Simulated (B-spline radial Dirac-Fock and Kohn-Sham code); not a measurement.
**Elastic scattering of 377 eV positrons by neutral technetium**

The computed values come from a radial B-spline solver: relativistic (Dirac) partial waves in the static field of the Dirac-Fock atom, without polarisation or absorption potentials.

| θ (°) | dσ/dΩ (Å²/sr) |
| --- | --- |
| 5 | 23.0 |
| 10 | 8.82 |
| 15 | 3.30 |
| 20 | 1.48 |
| 25 | 0.786 |
| 30 | 0.476 |
| 35 | 0.317 |
| 40 | 0.226 |
| 45 | 0.169 |
| 50 | 0.130 |
| 55 | 0.103 |
| 60 | 0.0826 |
| 65 | 0.0676 |
| 70 | 0.0562 |
| 75 | 0.0474 |
| 80 | 0.0405 |
| 85 | 0.0350 |
| 90 | 0.0306 |
| 95 | 0.0270 |
| 100 | 0.0241 |
| 105 | 0.0216 |
| 110 | 0.0196 |
| 115 | 0.0180 |
| 120 | 0.0165 |
| 125 | 0.0154 |
| 130 | 0.0144 |
| 135 | 0.0135 |
| 140 | 0.0128 |
| 145 | 0.0123 |
| 150 | 0.0118 |
| 155 | 0.0114 |
| 160 | 0.0111 |
| 165 | 0.0108 |
| 170 | 0.0107 |
| 175 | 0.0106 |

The total elastic cross section is 3.78 Å², the first transport cross section 0.458 Å² and the second, weighted with (3/2) sin²θ, 0.844 Å². The mean deflection is ⟨1 − cos θ⟩ = 0.121, and 3.0 % of the collisions scatter beyond 90°.
